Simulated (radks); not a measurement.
Species: the gadolinium ion Gd9+. Configuration: [Kr] 4d10 4f5 5s2 5p2 (the NIST ground configuration). Method: Dirac Kohn-Sham, PBE, spin-unpolarised, spherical densities, finite nucleus; open shells are shared between the two j in proportion to 2j + 1; Fermi nuclear charge, rms radius 5.1569 fm; computed with a radial shooting solver on a logarithmic mesh with Libxc functionals.

Unscreened Slater integrals over Kohn-Sham orbitals (eV). Large and small components are both included. Empty in this configuration: 5d3/2.

F0(5p3/2,5p3/2): 18.359
F2(5p3/2,5p3/2): 10.024
F0(5p3/2,4f7/2): 21.992
F2(5p3/2,4f7/2): 7.7481
G2(5p3/2,4f7/2): 3.3278
G4(5p3/2,4f7/2): 2.7871
F0(5p3/2,4f5/2): 22.022
F2(5p3/2,4f5/2): 7.7089
G2(5p3/2,4f5/2): 3.2794
G4(5p3/2,4f5/2): 2.7525
F0(5p3/2,5p1/2): 18.724
G2(5p3/2,5p1/2): 10.127
F0(5p3/2,5d3/2): 16.975
F2(5p3/2,5d3/2): 9.0009
G1(5p3/2,5d3/2): 11.166
G3(5p3/2,5d3/2): 7.0912
F0(4f7/2,4f7/2): 34.194
F2(4f7/2,4f7/2): 16.860
F4(4f7/2,4f7/2): 10.706
F6(4f7/2,4f7/2): 7.7394
F0(4f7/2,4f5/2): 34.319
F2(4f7/2,4f5/2): 16.915
F4(4f7/2,4f5/2): 10.740
G2(4f7/2,4f5/2): 16.874
G4(4f7/2,4f5/2): 10.715
G6(4f7/2,4f5/2): 7.7461
F0(4f7/2,5p1/2): 22.733
G4(4f7/2,5p1/2): 3.1292
F0(4f7/2,5d3/2): 19.615
F2(4f7/2,5d3/2): 6.0787
G3(4f7/2,5d3/2): 2.2316
G5(4f7/2,5d3/2): 1.7950
F0(4f5/2,4f5/2): 34.445
F2(4f5/2,4f5/2): 16.973
F4(4f5/2,4f5/2): 10.776
F0(4f5/2,5p1/2): 22.766
G2(4f5/2,5p1/2): 3.7558
F0(4f5/2,5d3/2): 19.638
F2(4f5/2,5d3/2): 6.0446
G1(4f5/2,5d3/2): 2.3297
G3(4f5/2,5d3/2): 2.2078
F0(5p1/2,5p1/2): 19.125
F0(5p1/2,5d3/2): 17.238
G1(5p1/2,5d3/2): 10.820
F0(5d3/2,5d3/2): 15.925
F2(5d3/2,5d3/2): 8.5896
